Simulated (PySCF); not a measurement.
CTe₂, SMILES [Te]=C=[Te]. Coordinates come from a B3LYP-D3(BJ)/def2-TZVP optimisation. The def2 effective core potentials stand for the cores of Te; spin–orbit coupling is left out.

All values below come from PySCF with B3LYP-D3(BJ)/def2-TZVP.

Harmonic wavenumbers (cm⁻¹): 252, 252, 257, 1129. Rotational constants (GHz): 0.5467 (linear); symmetry number 2.

Task: Work out the zero-point energy and the ideal-gas rigid-rotor harmonic-oscillator thermochemistry at 298.15 K and 1 atm.

Result: ZPE = ½ Σ hcν = ½ × 1889 cm⁻¹ = 11.30 kJ/mol. H − E(el) = 23.83 kJ/mol. Entropy in J/(mol K): translation 178.44, rotation 80.19, vibration 21.66, total 280.29. G − E(el) = -59.74 kJ/mol. Cp = 52.23 J/(mol K).
